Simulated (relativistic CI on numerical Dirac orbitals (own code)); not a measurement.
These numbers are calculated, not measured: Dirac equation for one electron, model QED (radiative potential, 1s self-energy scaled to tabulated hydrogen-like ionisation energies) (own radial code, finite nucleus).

Configurations in the expansion: 1s, 2s, 2p, 3s, 3p, 3d, 4s, 4p, 4d, 4f, 5s, 5p, 5d, 5f, 5g, 6s, 6p, 6d. Levels of other configurations are missing.

Outline of the computed level scheme of Tb LXV. Lowest level of each configuration: 1s ²S1/2 at 0.0 eV; 2p ²P°1/2 at 45530.1 eV; 2s ²S1/2 at 45544.4 eV; 3p ²P°1/2 at 54259.5 eV; 3s ²S1/2 at 54263.7 eV; 3d ²D3/2 at 54539.5 eV; 4p ²P°1/2 at 57274.8 eV; 4s ²S1/2 at 57276.6 eV; 4d ²D3/2 at 57392.3 eV.

Some strong electric-dipole decays among the lowest 14 levels: 2p ²P°1/2 → 1s ²S1/2 (1.1e+16 s⁻¹); 2p ²P°3/2 → 1s ²S1/2 (1.1e+16 s⁻¹); 3p ²P°3/2 → 1s ²S1/2 (2.9e+15 s⁻¹); 3p ²P°1/2 → 1s ²S1/2 (2.8e+15 s⁻¹); 4p ²P°3/2 → 1s ²S1/2 (1.2e+15 s⁻¹); 3d ²D5/2 → 2p ²P°3/2 (1.1e+15 s⁻¹); 4p ²P°1/2 → 1s ²S1/2 (1.1e+15 s⁻¹); 3d ²D3/2 → 2p ²P°1/2 (1.1e+15 s⁻¹).
